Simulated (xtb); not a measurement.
Al2H4O4, SMILES [OH][Al]([OH])[Al]([OH])[OH]. All values are semi-empirical tight-binding results from xtb (GFN2-xTB unless named), good for trends rather than for accurate numbers. Geometry optimised at GFN2-xTB. The structure was generated by enumeration; whether it is a known compound was not checked. The values are those of a single conformer.

The geometry has at least one imaginary mode, so it is a saddle point at that level.

For metal compounds this method's bond lengths and energies can be far off.

The point group as xtb finds it is C2 and the orbital gap is 4.10 eV.
